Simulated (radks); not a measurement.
Species: Bi XXIV. Configuration: [Kr] 4d10 4f13 5s1. Method: Dirac Kohn-Sham, exchange-only PBE, spin-unpolarised, spherical densities, finite nucleus; open shells fill j = l - 1/2 first; Fermi nuclear charge, rms radius 5.5211 fm; computed with a radial shooting solver on a logarithmic mesh with Libxc functionals.

Unscreened Slater integrals over Kohn-Sham orbitals (hartree). Large and small components are both included.

integral,value
"F0(5s1/2,5s1/2)",1.2075
"F0(5s1/2,4f7/2)",1.4414
"G3(5s1/2,4f7/2)",0.18011
"F0(5s1/2,4f5/2)",1.4447
"G3(5s1/2,4f5/2)",0.17664
"F0(5s1/2,4d5/2)",1.4425
"G2(5s1/2,4d5/2)",0.17208
"F0(4f7/2,4f7/2)",2.1799
"F2(4f7/2,4f7/2)",1.1215
"F4(4f7/2,4f7/2)",0.72336
"F6(4f7/2,4f7/2)",0.52645
"F0(4f7/2,4f5/2)",2.1923
"F2(4f7/2,4f5/2)",1.1266
"F4(4f7/2,4f5/2)",0.72638
"G2(4f7/2,4f5/2)",1.1191
"G4(4f7/2,4f5/2)",0.72178
"G6(4f7/2,4f5/2)",0.52528
"F0(4f7/2,4d5/2)",2.1542
"F2(4f7/2,4d5/2)",1.0747
"F4(4f7/2,4d5/2)",0.69723
"G1(4f7/2,4d5/2)",1.1897
"G3(4f7/2,4d5/2)",0.78724
"G5(4f7/2,4d5/2)",0.56841
"F0(4f5/2,4f5/2)",2.2051
"F2(4f5/2,4f5/2)",1.1320
"F4(4f5/2,4f5/2)",0.72966
"F0(4f5/2,4d5/2)",2.1658
"F2(4f5/2,4d5/2)",1.0768
"F4(4f5/2,4d5/2)",0.69753
"G1(4f5/2,4d5/2)",1.1836
"G3(4f5/2,4d5/2)",0.78368
"G5(4f5/2,4d5/2)",0.56594
"F0(4d5/2,4d5/2)",2.1564
"F2(4d5/2,4d5/2)",1.1006
"F4(4d5/2,4d5/2)",0.74251
